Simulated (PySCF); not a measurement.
Predicted microwave data (PBE0/pcSseg-1 in PySCF (dipole) on a GFN2-xTB geometry, gas phase) for one isomer of C5H9ClN2Si:

```
Rotational constants : A = 2231, B = 550.7, C = 474.6 MHz
Dipole components    : |μa| = 1.37 D, |μb| = 1.83 D, |μc| = 2.18 D
Inertial defect      : -79.36 u·Å²
κ                    : -0.91
```

Question: Which structure is it? (One computed conformer of each.)
A. `[CH2:1]=[CH:2][CH2:3][Si@H:4]([Cl:5])/[N:6]=[CH:7]\[N:8]=[CH2:9]` with C1–C2–C3–Si4 106°, C2–C3–Si4–Cl5 167°, C3–Si4–N6–C7 35°, N6–C7–N8–C9 76°
B. `[H]/[N:9]=[CH:8]/[CH:7]=[N:6]\[Si@H:4]([CH2:3][CH:2]=[CH2:1])[Cl:5]` with C1–C2–C3–Si4 102°, C2–C3–Si4–Cl5 -57°, C3–Si4–N6–C7 -118°, N6–C7–C8–N9 179°

Answer: B. It is [H]/N=C/C=N\[Si@@H](Cl)CC=C, a near-prolate asymmetric top, point group C1. The candidates at the same level (rigid rotor, commonest isotopes):

```csv
SMILES,A (MHz),B (MHz),C (MHz),μa (D),μb (D),μc (D),Δ (u·Å²),point group,rotor
[H]/N=C/C=N\[Si@@H](Cl)CC=C,2231,550.7,474.6,1.37,1.83,2.18,-79.36,C1,near-prolate asymmetric top
C=CC[Si@H](Cl)/N=C\N=C,1180,984.1,676.7,0.83,2.47,2.21,-194.87,C1,asymmetric top
```

`C=CC[Si@H](Cl)/N=C\N=C` has B 79 % too high. No structure here is proved a minimum.
